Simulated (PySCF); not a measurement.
Cl$_{2}$Si (SMILES Cl[Si]Cl), singlet, geometry from GFN2-xTB, with bond 3-1 at 3.0 times its length; PBE0/6-31G** (PySCF).

Here is a job for PySCF.
```python
from pyscf import gto, scf, dft

mol = gto.Mole()
mol.atom = '''
    Si    0.000850    0.005274    0.923813
    Cl    1.016022    1.213194   -0.388268
    Cl   -3.051867   -3.663161   -2.965185
'''
mol.basis = '6-31g**'
mol.charge = 0
mol.spin = 0
mol.verbose = 4
mol.build()

mf = dft.RKS(mol)
mf.xc = 'pbe0'
mf.kernel()
mo_i, mo_e, stable_i, stable_e = mf.stability(internal=True, external=True, return_status=True, nroots=6, tol=1e-6)
print('internally stable:', stable_i, ' externally stable:', stable_e)
if not stable_e:
    umf = mf.to_uhf() if not hasattr(mf, 'xc') else mf.to_uks()
    umf.scf_summary = {}
    umf.kernel(umf.make_rdm1(mo_e, umf.mo_occ))
```

### Question
Write the output that PySCF gives for this input, abridged.

### Answer

```
PySCF version 2.14.0

[INPUT] verbose = 4
[INPUT] num. atoms = 3
[INPUT] num. electrons = 48
[INPUT] charge = 0
[INPUT] spin (= nelec alpha-beta = 2S) = 0
[INPUT] symmetry False subgroup None
[INPUT] Mole.unit = angstrom
[INPUT] Symbol           X                Y                Z      unit          X                Y                Z       unit  Magmom
[INPUT]  1 Si     0.000850000000   0.005274000000   0.923813000000 AA    0.001606267206   0.009966415581   1.745753560313 Bohr   0.0
[INPUT]  2 Cl     1.016022000000   1.213194000000  -0.388268000000 AA    1.920003316533   2.292604395966  -0.733720182933 Bohr   0.0
[INPUT]  3 Cl    -3.051867000000  -3.663161000000  -2.965185000000 AA   -5.767192798598  -6.922371040188  -5.603387558668 Bohr   0.0

nuclear repulsion = 104.145518852842
number of shells = 24
number of NR pGTOs = 153
number of NR cGTOs = 54
basis = 6-31g**
ecp = {}

******** <class 'pyscf.dft.rks.RKS'> ********
method = RKS
initial guess = minao
damping factor = 0
level_shift factor = 0
DIIS = <class 'pyscf.scf.diis.CDIIS'>
diis_start_cycle = 1
diis_space = 8
diis_damp = 0
SCF conv_tol = 1e-09
SCF conv_tol_grad = None
SCF max_cycles = 50
direct_scf = True
direct_scf_tol = 1e-13
XC library pyscf.dft.libxc version 7.1.2
    S. Lehtola, C. Steigemann, M. J. T. Oliveira, and M. A. L. Marques,  SoftwareX 7, 1–5 (2018)
XC functionals = pbe0
    C. Adamo and V. Barone,  J. Chem. Phys. 110, 6158 (1999)
    M. Ernzerhof and G. E. Scuseria,  J. Chem. Phys. 110, 5029 (1999)
radial grids:
    Treutler-Ahlrichs [JCP 102, 346 (1995); DOI:10.1063/1.469408] (M4) radial grids

becke partition: Becke, JCP 88, 2547 (1988); DOI:10.1063/1.454033
pruning grids: <function nwchem_prune>
grids dens level: 3
symmetrized grids: False
atomic radii adjust function: <function treutler_atomic_radii_adjust>
small_rho_cutoff = 0
Set gradient conv threshold to 3.16228e-05
Initial guess from minao.
tot grids = 56944
init E= -1209.28212956099
cycle= 1 E= -1209.11961278457  delta_E= 0.163  |g|= 0.531  |ddm|= 1.52
cycle= 2 E= -1199.88250801505  delta_E= 9.24  |g|= 2.14  |ddm|= 6.21
cycle= 3 E= -1209.17754956063  delta_E= -9.3  |g|= 0.41  |ddm|= 6.19

cycle= 4 E= -1205.80528562056  delta_E= 3.37  |g|= 1.29  |ddm|= 3.32
cycle= 5 E= -1209.20727793208  delta_E= -3.4  |g|= 0.269  |ddm|= 3.22
cycle= 6 E= -1200.37778327792  delta_E= 8.83  |g|= 1.85  |ddm|= 6.13
cycle= 7 E= -1200.41146875728  delta_E= -0.0337  |g|= 1.84  |ddm|= 0.0966
cycle= 8 E= -1200.4116816177  delta_E= -0.000213  |g|= 1.84  |ddm|= 0.000992
cycle= 9 E= -1205.68729711703  delta_E= -5.28  |g|= 1.35  |ddm|= 5.24
cycle= 10 E= -1209.21495165206  delta_E= -3.53  |g|= 0.241  |ddm|= 3.29
cycle= 11 E= -1209.21612903317  delta_E= -0.00118  |g|= 0.235  |ddm|= 0.0178
cycle= 12 E= -1209.20808950034  delta_E= 0.00804  |g|= 0.286  |ddm|= 0.131
cycle= 13 E= -1205.79645839786  delta_E= 3.41  |g|= 1.28  |ddm|= 3.27
cycle= 14 E= -1209.21401941866  delta_E= -3.42  |g|= 0.261  |ddm|= 3.26
cycle= 15 E= -1205.78219036431  delta_E= 3.43  |g|= 1.29  |ddm|= 3.27
cycle= 16 E= -1205.7836802662  delta_E= -0.00149  |g|= 1.29  |ddm|= 0.117
cycle= 17 E= -1205.78869597708  delta_E= -0.00502  |g|= 1.29  |ddm|= 0.113
cycle= 18 E= -1205.77297623175  delta_E= 0.0157  |g|= 1.29  |ddm|= 0.0692
cycle= 19 E= -1205.74582171047  delta_E= 0.0272  |g|= 1.31  |ddm|= 0.117
cycle= 20 E= -1205.73633604565  delta_E= 0.00949  |g|= 1.33  |ddm|= 0.218
cycle= 21 E= -1209.24488063345  delta_E= -3.51  |g|= 0.174  |ddm|= 3.22
cycle= 22 E= -1205.90599275245  delta_E= 3.34  |g|= 1.43  |ddm|= 3.15
cycle= 23 E= -1205.74464475699  delta_E= 0.161  |g|= 1.34  |ddm|= 0.39
cycle= 24 E= -1205.81838340647  delta_E= -0.0737  |g|= 1.34  |ddm|= 0.165
cycle= 25 E= -1205.80841403444  delta_E= 0.00997  |g|= 1.33  |ddm|= 0.133
cycle= 26 E= -1205.93720156704  delta_E= -0.129  |g|= 1.44  |ddm|= 0.357
cycle= 27 E= -1205.80926888309  delta_E= 0.128  |g|= 1.33  |ddm|= 0.323
cycle= 28 E= -1205.78200339111  delta_E= 0.0273  |g|= 1.33  |ddm|= 0.0786
cycle= 29 E= -1205.77442793474  delta_E= 0.00758  |g|= 1.33  |ddm|= 0.0473
cycle= 30 E= -1151.31531289972  delta_E= 54.5  |g|= 3.71  |ddm|= 13.2
cycle= 31 E= -1208.60494552668  delta_E= -57.3  |g|= 1.18  |ddm|= 12.5
cycle= 32 E= -1208.70854559078  delta_E= -0.104  |g|= 1.18  |ddm|= 2.43
cycle= 33 E= -1208.63932691119  delta_E= 0.0692  |g|= 1.23  |ddm|= 0.259
cycle= 34 E= -1208.70426845029  delta_E= -0.0649  |g|= 1.17  |ddm|= 0.204
cycle= 35 E= -1208.99771199532  delta_E= -0.293  |g|= 0.799  |ddm|= 0.693
cycle= 36 E= -1209.09744805258  delta_E= -0.0997  |g|= 0.621  |ddm|= 0.492
cycle= 37 E= -1209.189546888  delta_E= -0.0921  |g|= 0.365  |ddm|= 0.418
cycle= 38 E= -1200.33506967517  delta_E= 8.85  |g|= 1.87  |ddm|= 6.18
cycle= 39 E= -1200.34149276062  delta_E= -0.00642  |g|= 1.87  |ddm|= 0.0151
cycle= 40 E= -1200.36304592499  delta_E= -0.0216  |g|= 1.86  |ddm|= 0.0477
cycle= 41 E= -1200.36855269982  delta_E= -0.00551  |g|= 1.86  |ddm|= 0.014
cycle= 42 E= -1200.37336606525  delta_E= -0.00481  |g|= 1.86  |ddm|= 0.0274
cycle= 43 E= -1200.37847914409  delta_E= -0.00511  |g|= 1.85  |ddm|= 0.0135
cycle= 44 E= -1200.3913297464  delta_E= -0.0129  |g|= 1.85  |ddm|= 0.103
cycle= 45 E= -1209.20196346053  delta_E= -8.81  |g|= 0.294  |ddm|= 6.15
cycle= 46 E= -1205.70234420112  delta_E=  3.5  |g|= 1.36  |ddm|= 3.28
cycle= 47 E= -1205.77610073505  delta_E= -0.0738  |g|=  1.3  |ddm|= 0.153
cycle= 48 E= -1205.75907651001  delta_E= 0.017  |g|= 1.31  |ddm|= 0.0415
cycle= 49 E= -1205.75447548294  delta_E= 0.0046  |g|= 1.32  |ddm|= 0.0132
cycle= 50 E= -1205.75603763393  delta_E= -0.00156  |g|= 1.32  |ddm|= 0.0307
SCF not converged.
SCF energy = -1205.75603763393
rhf_internal: lowest eigs of H = [-8.48650897 -8.48633785 -8.48205408 -8.48193705 -7.9225383  -7.9224141 ]
<class 'pyscf.dft.rks.RKS'> wavefunction has an internal instability
rhf_real2complex: lowest eigs of H = [-2.1216275  -2.12160283 -2.12051432 -2.12048504 -1.98063468 -1.98060497]
<class 'pyscf.dft.rks.RKS'> wavefunction has an real -> complex instability
rhf_external: lowest eigs of H = [-2.12162833 -2.12160799 -2.12051525 -2.12048606 -1.9806349  -1.9806057 ]
<class 'pyscf.dft.rks.RKS'> wavefunction has an RHF/RKS -> UHF/UKS instability
internally stable: False  externally stable: False

******** <class 'pyscf.dft.uks.UKS'> ********
method = UKS
initial guess = minao
damping factor = 0
level_shift factor = 0
DIIS = <class 'pyscf.scf.diis.CDIIS'>
diis_start_cycle = 1
diis_space = 8
diis_damp = 0
SCF conv_tol = 1e-09
SCF conv_tol_grad = None
SCF max_cycles = 50
direct_scf = True
direct_scf_tol = 1e-13
number electrons alpha = 24  beta = 24
XC library pyscf.dft.libxc version 7.1.2
    S. Lehtola, C. Steigemann, M. J. T. Oliveira, and M. A. L. Marques,  SoftwareX 7, 1–5 (2018)
XC functionals = pbe0
    C. Adamo and V. Barone,  J. Chem. Phys. 110, 6158 (1999)
    M. Ernzerhof and G. E. Scuseria,  J. Chem. Phys. 110, 5029 (1999)
radial grids:
    Treutler-Ahlrichs [JCP 102, 346 (1995); DOI:10.1063/1.469408] (M4) radial grids

becke partition: Becke, JCP 88, 2547 (1988); DOI:10.1063/1.454033
pruning grids: <function nwchem_prune>
grids dens level: 3
symmetrized grids: False
atomic radii adjust function: <function treutler_atomic_radii_adjust>
small_rho_cutoff = 0
Set gradient conv threshold to 3.16228e-05
init E= -1207.13278615142
cycle= 1 E= -1179.21016704931  delta_E= 27.9  |g|= 1.71  |ddm|= 10.6

cycle= 2 E= -1172.7415269642  delta_E= 6.47  |g|= 4.61  |ddm|=   12
cycle= 3 E= -1185.47673991624  delta_E= -12.7  |g|= 2.52  |ddm|= 4.27
cycle= 4 E= -1188.32466363504  delta_E= -2.85  |g|= 2.18  |ddm|= 2.77
cycle= 5 E= -1188.90279989073  delta_E= -0.578  |g|= 2.11  |ddm|= 0.97
cycle= 6 E= -1189.41297148608  delta_E= -0.51  |g|= 1.97  |ddm|= 1.16

cycle= 7 E= -1200.13455724084  delta_E= -10.7  |g|=  1.6  |ddm|= 4.92
cycle= 8 E= -1208.68210913762  delta_E= -8.55  |g|= 0.762  |ddm|= 3.32
cycle= 9 E= -1199.741796393  delta_E= 8.94  |g|= 1.53  |ddm|= 4.02
cycle= 10 E= -1208.47840178304  delta_E= -8.74  |g|= 1.05  |ddm|= 4.23
cycle= 11 E= -1200.60301792422  delta_E= 7.88  |g|= 1.26  |ddm|= 4.58

cycle= 12 E= -1205.87391322184  delta_E= -5.27  |g|= 0.92  |ddm|= 3.84
cycle= 13 E= -1207.4317607431  delta_E= -1.56  |g|= 1.24  |ddm|= 1.02
cycle= 14 E= -1209.20844586445  delta_E= -1.78  |g|= 0.181  |ddm|= 1.97
cycle= 15 E= -1205.87683885645  delta_E= 3.33  |g|= 0.928  |ddm|= 2.27
cycle= 16 E= -1205.90153607421  delta_E= -0.0247  |g|= 0.938  |ddm|= 0.0488
cycle= 17 E= -1206.16154137941  delta_E= -0.26  |g|= 1.12  |ddm|= 0.323
cycle= 18 E= -1205.99280410603  delta_E= 0.169  |g|= 1.01  |ddm|= 0.184
cycle= 19 E= -1208.14027906217  delta_E= -2.15  |g|= 0.881  |ddm|= 1.23
cycle= 20 E= -1207.71519970833  delta_E= 0.425  |g|= 0.752  |ddm|= 0.625
cycle= 21 E= -1208.08732674005  delta_E= -0.372  |g|= 0.884  |ddm|= 0.554
cycle= 22 E= -1208.68855911423  delta_E= -0.601  |g|= 0.484  |ddm|= 0.72
cycle= 23 E= -1209.06678400498  delta_E= -0.378  |g|= 0.468  |ddm|= 1.78
cycle= 24 E= -1209.17314636729  delta_E= -0.106  |g|= 0.279  |ddm|= 0.374
cycle= 25 E= -1209.21468978918  delta_E= -0.0415  |g|= 0.174  |ddm|= 0.284
cycle= 26 E= -1205.77203371783  delta_E= 3.44  |g|= 0.958  |ddm|= 2.32
cycle= 27 E= -1205.77156226135  delta_E= 0.000471  |g|= 0.959  |ddm|= 0.00308
cycle= 28 E= -1205.76924526333  delta_E= 0.00232  |g|= 0.96  |ddm|= 0.0547
cycle= 29 E= -1205.76975335319  delta_E= -0.000508  |g|= 0.96  |ddm|= 0.0632
cycle= 30 E= -1205.73153230758  delta_E= 0.0382  |g|= 0.997  |ddm|= 0.195
cycle= 31 E= -1200.40823342177  delta_E= 5.32  |g|=  1.3  |ddm|= 3.67
cycle= 32 E= -1208.7181202598  delta_E= -8.31  |g|= 0.521  |ddm|= 4.02
cycle= 33 E= -1206.37557626383  delta_E= 2.34  |g|=  1.2  |ddm|= 1.38
cycle= 34 E= -1208.86095977832  delta_E= -2.49  |g|= 0.683  |ddm|= 2.58
cycle= 35 E= -1209.15215438784  delta_E= -0.291  |g|= 0.321  |ddm|= 0.772
cycle= 36 E= -1209.20970882378  delta_E= -0.0576  |g|= 0.201  |ddm|= 0.415
cycle= 37 E= -1205.77940122369  delta_E= 3.43  |g|= 0.954  |ddm|= 2.33
cycle= 38 E= -1205.77899942481  delta_E= 0.000402  |g|= 0.954  |ddm|= 0.00954
cycle= 39 E= -1205.77901907081  delta_E= -1.96e-05  |g|= 0.954  |ddm|= 0.0162
cycle= 40 E= -1205.78519557688  delta_E= -0.00618  |g|= 0.95  |ddm|= 0.0138
cycle= 41 E= -1200.40942237405  delta_E= 5.38  |g|=  1.3  |ddm|= 3.68
cycle= 42 E= -1200.40105906921  delta_E= 0.00836  |g|=  1.3  |ddm|= 0.0175
cycle= 43 E= -1209.2004615541  delta_E= -8.8  |g|= 0.211  |ddm|= 4.33
cycle= 44 E= -1207.95929323059  delta_E= 1.24  |g|= 1.06  |ddm|= 1.85
cycle= 45 E= -1206.16293284343  delta_E=  1.8  |g|= 1.15  |ddm|= 0.977
cycle= 46 E= -1207.64989944531  delta_E= -1.49  |g|= 1.19  |ddm|= 0.838
cycle= 47 E= -1207.53919613102  delta_E= 0.111  |g|= 0.842  |ddm|= 0.814
cycle= 48 E= -1207.54331152416  delta_E= -0.00412  |g|= 0.825  |ddm|= 0.0352
cycle= 49 E= -1207.6166523555  delta_E= -0.0733  |g|= 0.728  |ddm|= 0.394
cycle= 50 E= -1207.63180403072  delta_E= -0.0152  |g|= 0.711  |ddm|= 0.108
SCF not converged.
SCF energy = -1207.63180403072 after 50 cycles  <S^2> = 1.9694362  2S+1 = 2.9795545
```

Convergence was not reached.
